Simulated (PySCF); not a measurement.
wavenumber (cm⁻¹), absorption (km/mol per cm⁻¹) and a bar:
```
        0      0.016 
       14      0.019 
       28      0.023 
       42      0.027 
       55      0.034 
       69      0.043 
       83      0.056 
       97      0.076 
      111      0.111 
      125      0.176 #
      139      0.321 ##
      153      0.743 ####
      166      2.545 #############
      180      3.806 ###################
      194      1.046 #####
      208      0.406 ##
      222      0.210 #
      236      0.128 #
      250      0.086 
      263      0.063 
      277      0.048 
      291      0.038 
      305      0.032 
      319      0.027 
      333      0.023 
      347      0.021 
      361      0.019 
      374      0.018 
      388      0.017 
      402      0.016 
      416      0.016 
      430      0.016 
      444      0.016 
      458      0.017 
      471      0.017 
      485      0.019 
      499      0.020 
      513      0.022 
      527      0.025 
      541      0.029 
      555      0.034 
      569      0.041 
      582      0.050 
      596      0.064 
      610      0.086 
      624      0.121 #
      638      0.183 #
      652      0.312 ##
      666      0.638 ###
      679      1.813 #########
      693      5.931 ##############################
      707      2.377 ############
      721      0.766 ####
      735      0.355 ##
      749      0.202 #
      763      0.130 #
      777      0.090 
      790      0.067 
      804      0.051 
      818      0.041
```

This is the computed harmonic infrared spectrum of singlet SnF₄, Lorentzian lines of 20 cm⁻¹ full width. These are results of PBE0 in PySCF with Sn def2-SVP with ECP28, F def2-SVP; scalar-relativistic core potentials, no spin–orbit coupling; density-fitted integrals, not measurements.

Q: Which bands make it up, and how are they assigned?

A: In Td symmetry, counting bands above 1 % of the strongest: 176 cm⁻¹ (t2, bend, 146 km/mol); 695 cm⁻¹ (t2, stretch, 190 km/mol).
